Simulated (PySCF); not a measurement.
Excitations are Tamm–Dancoff values on a coarser integration grid. The basis has no diffuse functions, so Rydberg states are missing or too high.

Cartesian coordinates (Å):
```xyz
10

B      1.4584    -0.0890    -0.0615
C     -0.0151    -0.0656    -0.5438
C     -1.1109     0.1188     0.4964
H      1.7538     0.0447     1.0939
H      2.3395    -0.2412    -0.8606
H     -0.0721     0.7149    -1.3201
H     -0.1734    -0.9855    -1.1288
H     -2.1082     0.1264     0.0493
H     -0.9842     1.0597     1.0372
H     -1.0876    -0.6833     1.2380
```
Charge 0, multiplicity 1.

Task: Predict the HOMO, S1–T1 gap (TDA), total energy, dipole moment, HOMO–LUMO gap, LUMO, S1 excitation (TDA) and T1 excitation (TDA) from PySCF with TPSSh-D3(BJ)/def2-TZVP // PBE0-D3(BJ)/def2-TZVP.

Result: 
- HOMO: -8.09 eV
- S1–T1 gap (TDA): 0.60 eV
- total energy: -2865.60 eV
- dipole moment: 0.69 D
- HOMO–LUMO gap: 6.45 eV
- LUMO: -1.64 eV
- S1 excitation (TDA): 5.77 eV
- T1 excitation (TDA): 5.17 eV
